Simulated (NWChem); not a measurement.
System: InP₂H₅O; SMILES [OH][In]([PH2])[PH2]

```xyz
9

In     0.1871    -0.0008     0.0030
O      2.1865    -0.1749     0.0492
H      2.6588     0.6641     0.0852
P     -0.8951    -2.2595     0.0959
H      0.0345    -2.7777    -0.8587
H     -1.8645    -1.9150    -0.8981
P     -0.8124     2.3103     0.0962
H     -1.8885     1.9417    -0.7704
H      0.0117     2.7622    -0.9829
```
Atoms are numbered in this order, from 1.

Results from NWChem. Medium grid unless said otherwise, to which SCAN and Minnesota functionals are sensitive. The geometry was optimised at PBE0/def2-SVP. Not confirmed as a minimum by frequencies. def2 effective core potentials on In; no spin-orbit coupling. Total energies of different functionals are on different scales.

```tsv
level	energy (Ha)	highest occupied level (eV)	orbital gap (eV)	dipole (D)
B3LYP/def2-SVP	-950.9261	-6.67	5.16	1.94
PBE/def2-SVP	-950.4197	-5.93	3.92	1.89
PBE0/def2-SVP	-950.4799	-6.96	5.63	2.09
OLYP/def2-SVP	-951.0164	-5.75	4.00	1.88
r2SCAN/def2-SVP	-950.8034	-6.20	4.29	2.05
PW91/def2-SVP	-950.8546	-5.97	3.90	1.87
KT2/def2-SVP	-958.6940	-5.98	3.90	1.86
```
